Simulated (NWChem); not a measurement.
# BGeH5; SMILES [GeH3][BH2]

Program: NWChem. Each level has its own optimisation; frequencies are unscaled.

```tsv
level	r B–Ge (Å)	r B–H (Å)	highest harmonic frequency (cm⁻¹)	lowest (cm⁻¹)	zero-point energy (kcal/mol)	dipole (D)
PBE/def2-SVP	2.061	1.216	2623	70	25.5	0.41
B3LYP/3-21G	2.054	1.193	2734	28	26.1	0.39
Hartree-Fock/3-21G	2.085	1.187	2810	20	27.4	0.52
PBE0/def2-SVP	2.058	1.208	2692	62	26.4	0.48
```
